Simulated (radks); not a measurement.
Species: Tb V. Configuration: [Xe] 4f7. All-electron calculation, scalar-relativistic Kohn-Sham, r2SCAN, spin-polarised, spherical densities, finite nucleus; open shells are filled with parallel spins first (spin-orbit coupling, left out, can overturn this in heavy ions); meta-GGA in the generalised Kohn-Sham scheme; Fermi nuclear charge, rms radius 5.06 fm. Program: a radial shooting solver on a logarithmic mesh with Libxc functionals. Some entries of the table are withheld. Estimate them.

orbital  occ.  eigenvalue (eV)  <r> (bohr)  <r^2> (bohr^2)
1s up       1        -51981.25     0.02151       0.0006318
1s down     1        -51981.24     0.02151       0.0006318
2s down     1        -8683.369     0.09148        0.009887
2s up       1        -8683.364     0.09148        0.009887
2p up       3        -7718.449     0.08090        0.007991
2p down     3        -7718.437     0.08090        0.007991
3s up       1        -1978.759      0.2391         0.06537
3s down     1        -1974.963      0.2389         0.06521
3p up       3        -1679.655      0.2380         0.06568
3p down     3        -1675.856      0.2377         0.06549
3d up       5        -1289.369      0.2168         0.05522
3d down     5        -1286.425      0.2164         0.05499
4s up       1        -442.6522      0.5403          0.3292
4s down     1        -433.9974      0.5404          0.3294
4p up       3        -343.3497      0.5713          0.3710
4p down     3        -334.7042      0.5716          0.3714
4d up       5        -206.4234      0.6181          0.4425
4d down     5        -197.7727      0.6199          0.4456
5s up       1         -96.0937         (1)           1.783
5s down     1         -92.2774         (2)           1.868
5p up       3         -70.1930       1.430           2.300
5p down     3         -67.4746       1.467           2.417
4f up       7         -57.1081      0.7696          0.7409
4f down     0         -49.1091      0.8035          0.8225

Answer. 
(1) 5s up <r> (bohr): 1.262
(2) 5s down <r> (bohr): 1.292
